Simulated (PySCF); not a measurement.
Point-charge models of `O=S(=O)(Cl)c1ccsc1` against its computed dipole.

Coordinates (GFN2-xTB, Å) and charges (e) from the PBE0/pcSseg-1 density (PySCF):

| atom | x | y | z | Mulliken | IAO | Hirshfeld | ESP-fitted |
| --- | --- | --- | --- | --- | --- | --- | --- |
| O1 | 1.812 | -1.972 | -0.017 | -0.4612 | -0.8261 | -0.2747 | -0.3881 |
| S2 | 1.758 | -0.575 | 0.259 | +1.1058 | +2.0020 | +0.5198 | +0.7885 |
| O3 | 2.412 | -0.053 | 1.413 | -0.4657 | -0.8306 | -0.2768 | -0.4040 |
| Cl4 | 2.572 | 0.376 | -1.357 | -0.1317 | -0.2759 | -0.0799 | -0.1343 |
| C5 | 0.107 | 0.017 | 0.172 | -0.4377 | -0.2808 | -0.0588 | +0.0601 |
| C6 | -0.895 | -0.596 | -0.606 | +0.0881 | -0.1686 | -0.0625 | -0.1907 |
| C7 | -2.069 | 0.080 | -0.519 | -0.2609 | -0.3082 | -0.0663 | -0.2634 |
| S8 | -1.947 | 1.459 | 0.505 | +0.3180 | +0.4016 | +0.1602 | +0.1484 |
| C9 | -0.299 | 1.135 | 0.825 | -0.1504 | -0.2921 | -0.0627 | -0.2810 |
| H10 | -0.729 | -1.488 | -1.179 | +0.1098 | +0.1894 | +0.0666 | +0.1835 |
| H11 | -3.004 | -0.144 | -0.992 | +0.1461 | +0.1868 | +0.0663 | +0.2421 |
| H12 | 0.284 | 1.760 | 1.470 | +0.1398 | +0.2025 | +0.0688 | +0.2390 |

Question: Compute μ = Σ q r for each scheme (1 e·Å = 4.803 D) and compare with the dipole of the full density.

Answer: The full density gives (-4.29, 1.87, -0.88) D, 4.76 D in size; dipole vectors point from the negative to the positive end.

| scheme | μx | μy | μz | size (D) | share of the full size (%) | angle to the full dipole (°) |
| --- | --- | --- | --- | --- | --- | --- |
| Mulliken | -4.77 | 2.51 | -1.01 | 5.48 | 115 | 4 |
| IAO | -6.09 | 3.80 | -0.97 | 7.24 | 152 | 9 |
| Hirshfeld | -3.80 | 2.08 | -0.46 | 4.36 | 92 | 7 |
| ESP-fitted | -4.38 | 1.86 | -0.85 | 4.84 | 102 | 1 |

Question: Which set comes closest?

Answer: Length of the difference vector: ESP-fitted 0.10 D, Hirshfeld 0.68 D, Mulliken 0.81 D, IAO 2.64 D. Closest: ESP-fitted. 

Question: What is left for the Hirshfeld atoms' own dipoles?

Answer: The shares of the density sum to the whole, so what Σ q r misses lies in dipoles about the nuclei. The atomic dipoles sum to (-4.29, 1.87, -0.88) − (-3.80, 2.08, -0.46) = (-0.49, -0.21, -0.42) D, 0.68 D in size.

Question: With the origin at the mean of the coordinates, (0.000, 0.000, -0.002) Å, which are the largest single terms, by size, of the Mulliken dipole along the direction of the full one?

Answer: S2 -9.87, O3 +5.49, O1 +5.33, S8 +3.41, C7 -2.50 D; all 12 atoms together +5.47 D. The single terms depend on the origin, their sum doesn't.

Question: Give the size of the full dipole in other units.

Answer: 4.76 D = 1.873 au = 0.991 e·Å = 15.88 × 10⁻³⁰ C·m.

The structure is a single GFN2-xTB conformer in the gas phase; no vibrational or solvent corrections.

The values belong to the conformer `[O:1]=[S:2](=[O:3])([Cl:4])[c:5]1[cH:6][cH:7][s:8][cH:9]1`: O1–S2–C5–C6 -26°.
